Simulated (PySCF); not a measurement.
# HoOCl at several levels of theory

Computed with PySCF 2.14.0 (density fitting, no spin-orbit coupling) at the geometry relaxed with PBE0:

```xyz
3
HoOCl (singlet in the valence; each metal's 4f electrons, 10 of them, lie in its core potential, out of spins and levels)
Ho    0.2392    0.0000   -0.3829
O     1.7414    0.0000    0.6199
Cl   -1.9212    0.0000    0.8814
```

```json
{"level": "PBE0", "basis": "Ho lcecp-1-SVP with ECP56, O def2-SVP, Cl def2-SVP", "state": "singlet", "HOMO (eV)": "-7.02", "gap (eV)": "4.40", "charge on Ho1 (e)": "0.81", "population of f-type functions on Ho1 (polarisation alone where 4f lies in the core)": "0.07", "dipole about the centre of mass (D)": "7.44", "largest force component (eV/Å)": "0.01"}
{"level": "B3LYP", "basis": "the same", "state": "singlet", "HOMO (eV)": "-6.74", "gap (eV)": "3.80", "charge on Ho1 (e)": "0.75", "population of f-type functions on Ho1 (polarisation alone where 4f lies in the core)": "0.07", "dipole about the centre of mass (D)": "7.29", "largest force component (eV/Å)": "0.49"}
{"level": "HF", "basis": "the same", "state": "singlet", "HOMO (eV)": "-10.46", "gap (eV)": "9.66", "charge on Ho1 (e)": "1.14", "population of f-type functions on Ho1 (polarisation alone where 4f lies in the core)": "0.08", "dipole about the centre of mass (D)": "8.71", "largest force component (eV/Å)": "0.69"}
```

In the lcecp rows the 4f levels are missing from HOMO and gap, and the state counts the valence alone.

Charges are Mulliken's, which hang on the basis. The relaxation used the grid (50, 194), these runs (75, 302) or, all-electron (x2c bases, spin-free X2C Hamiltonian), (99, 590).

Problem. What does PBE0 with Ho lcecp-1-TZVP with ECP56, O def2-TZVP, Cl def2-TZVP give here?

Solution. state singlet, HOMO (eV) -7.01, gap (eV) 4.40, charge on Ho1 (e) 1.23, population of f-type functions on Ho1 (polarisation alone where 4f lies in the core) 0.07, dipole about the centre of mass (D) 7.67, largest force component (eV/Å) 0.14. Time: 5.8 s on 2 threads of Arm Neoverse V1, on a shared host, from free ions and atoms.

In the first row's basis the gap widens with exact exchange: 3.8 to 4.4 eV for B3LYP, PBE0 (a fixed share); 9.7 eV for Hartree–Fock (rising or full at long range).

An lcecp potential fixes the number of 4f electrons, so in runs with it no electron can move into or out of that shell.
